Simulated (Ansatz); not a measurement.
Program: Ansatz. Geometries: PBE0-D4/def2-TZVP. ΔE: electronic, gas phase. CBS: MP2 limit from def2 TZ/QZ plus the TZ coupled-cluster correction, frozen cores. This one scheme is used for every species. Functionals use def2-TZVPP. B3LYP here is the variant with VWN-RPA as its local correlation; programs differ in this. Each species was taken in one conformer, which may not be the lowest.

Reaction (formal exchange of groups at a B–F bond): `CNB(O)F` + CH₄ → `CNB(C)O` + H–F

`CNB(O)F`:

Cartesian coordinates in Å:
```
C 0.269 0.481 1.320
N -0.385 0.108 0.088
B 0.247 -0.461 -1.030
O -0.374 -0.813 -2.195
F 1.565 -0.688 -0.985
H -0.131 -0.070 2.177
H 1.332 0.253 1.242
H 0.169 1.552 1.525
H -1.375 0.284 0.068
H -1.317 -0.645 -2.212
```

CH₄:

Z-matrix (Å, degrees):
```
C
H 1 1.090
H 1 1.090 2 109.5
H 1 1.090 2 109.5 3 -120.0
H 1 1.090 2 109.5 3 120.0
```

`CNB(C)O`:

Cartesian coordinates in Å:
```
C -1.076 -0.504 -1.553
N -0.430 -0.577 -0.269
B 0.387 0.381 0.368
C 0.999 0.096 1.790
O 0.689 1.595 -0.205
H -2.166 -0.572 -1.470
H -0.856 0.447 -2.043
H -0.737 -1.294 -2.231
H -0.597 -1.438 0.224
H 2.089 0.175 1.761
H 0.657 0.847 2.509
H 0.744 -0.889 2.189
H 0.298 1.734 -1.070
```

H–F:

Cartesian coordinates in Å:
```
F -0.210 0.408 0.026
H 0.210 -0.408 -0.026
```

(1) Is it downhill or uphill in electronic energy at CCSD(T)/CBS, and by how much? (Best estimate.)

(2) What do these levels give: PBE-D4, r2SCAN-D4, PBE0-D4, B3LYP-D4, ωB97X-V, ωB97M-V, PBE0, CCSD/def2-TZVPP, MP2/def2-QZVPP, SCS-MP2/def2-QZVPP, HF/CBS(def2), CCSD/CBS(def2)? (Estimate.)

Largest T1 diagnostic among the species: 0.011.

## Answers

(1) The calculation gave: Uphill: ΔE = +134.7 kJ/mol.

(2) The calculation gave: PBE-D4 132.8, r2SCAN-D4 146.1, PBE0-D4 135.9, B3LYP-D4 144.8, ωB97X-V 142.5, ωB97M-V 142.2, PBE0 139.2, CCSD/def2-TZVPP 141.9, MP2/def2-QZVPP 133.8, SCS-MP2/def2-QZVPP 139.8, HF/CBS(def2) 167.1, CCSD/CBS(def2) 138.1 kJ/mol.

The D4 term adds −5.9 kJ/mol with B3LYP and −3.3 kJ/mol with PBE0; it sums over pairs of atoms, weighted by their polarisabilities, and B3LYP, whose exchange is more repulsive, gets the larger term. In def2-TZVPP, CCSD(T) changes the Hartree–Fock value by −28.7 kJ/mol (the triples alone add −3.3 kJ/mol) and MP2 by −31.1 kJ/mol.
